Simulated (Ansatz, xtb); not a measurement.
**CuFH2SSi+: where a starting geometry ends**

The starting geometry of this gas-phase doublet has its atoms placed at random.

```xyz
6

Cu   -0.3231   -1.1557    0.1568
F     0.9306    0.6703   -1.3365
S     0.1529   -0.5911   -1.9646
Si    1.2006    0.2300    1.0056
H     1.8848    0.6913   -0.3322
H     0.1361    0.9416   -0.9319
```

One run relaxed it with r2SCAN-D4/def2-SVP. What is a likely outcome?

It ends as a structure given below by its coordinates. Contacts that open: F2–S3 (1.61 → 3.24 Å). Contacts that close: S3–Si4 (3.25 → 2.05 Å).

The energy falls by 8.64 eV over 21 steps:

| step | E − E(last) (eV) |
| --- | --- |
| 1 | 8.638 |
| 3 | 4.953 |
| 5 | 3.481 |
| 8 | 2.579 |
| 10 | 1.158 |
| 12 | 0.494 |
| 14 | 0.138 |
| 17 | 0.005 |
| 19 | 0.001 |
| 21 | 0.000 |

Final geometry (Å):

```yaml
atoms:
  - { symbol: Cu, position_ang: [-0.6207, -1.4431, 0.6004] }
  - { symbol: F, position_ang: [0.5277, 1.6874, -1.0086] }
  - { symbol: S, position_ang: [0.5388, -1.5376, -1.3219] }
  - { symbol: Si, position_ang: [1.0523, -0.0377, -0.0207] }
  - { symbol: H, position_ang: [2.4229, 0.5048, 0.1750] }
  - { symbol: H, position_ang: [0.0608, 1.6127, -1.8271] }
```

From the same start GFN2-xTB reaches the same bonding as this run.

From so rough a start the end depends on the optimiser's path, so another program may land elsewhere. No frequencies were run, so the end isn't proven a minimum. Open shells are spin-unrestricted. Run with Ansatz 0.2.0, 4.8 min on 2 threads of Arm Neoverse V1 (shared host).
